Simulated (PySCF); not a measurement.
pyridine (C5H5N), SMILES c1ccncc1. Atoms are numbered in the order given.

```xyz
11

C      0.0000     0.0000     1.3862
C      0.0000     1.1999     0.6725
C      0.0000     1.1429    -0.7252
N      0.0000     0.0000    -1.4157
C      0.0000    -1.1429    -0.7252
C      0.0000    -1.1999     0.6725
H      0.0000     0.0000     2.4792
H      0.0000     2.1645     1.1851
H      0.0000     2.0688    -1.3126
H      0.0000    -2.0688    -1.3126
H      0.0000    -2.1645     1.1851
```

Geometry: B3LYP-D3(BJ)/def2-SVP.

Method: PySCF with B3LYP-D3(BJ)/def2-SVP.

Frequencies are harmonic and unscaled.

```
mode  ν (cm⁻¹)  IR (km/mol)  moving atoms (share of kinetic energy)
----  --------  -----------  --------------------------------------
1          386          0.0                          C 65 %, H 35 %
2          426          3.4                  C 50 %, N 29 %, H 21 %
3          613          4.6                          C 62 %, N 32 %
4          672          0.4                           C 87 %, H 8 %
5          720         46.7                          H 75 %, C 21 %
6          769          5.0                  C 45 %, H 37 %, N 18 %
7          902          0.0                          H 79 %, C 21 %
8          963          0.0                          H 72 %, C 27 %
9         1012          0.0                          H 65 %, C 35 %
10        1014          9.3                          C 55 %, N 38 %
11        1030          0.0                          H 74 %, C 26 %
12        1050          4.3                          C 85 %, H 15 %
13        1077          0.0                          H 57 %, C 39 %
14        1091          4.0                          H 60 %, C 37 %
15        1158          1.7                           H 91 %, C 9 %
16        1237          3.5                          H 77 %, C 22 %
17        1323          0.2                          C 70 %, N 26 %
18        1372          0.0                          H 82 %, C 15 %
19        1475         25.9                  C 43 %, H 42 %, N 15 %
20        1512          3.5                          C 52 %, H 43 %
21        1641         23.2                          C 85 %, H 11 %
22        1641         12.3                   C 77 %, N 15 %, H 8 %
23        3146         31.8                           H 92 %, C 8 %
24        3149          7.7                           H 92 %, C 8 %
25        3180          4.0                           H 92 %, C 8 %
26        3196         18.3                           H 91 %, C 9 %
27        3203          4.9                           H 91 %, C 9 %
```
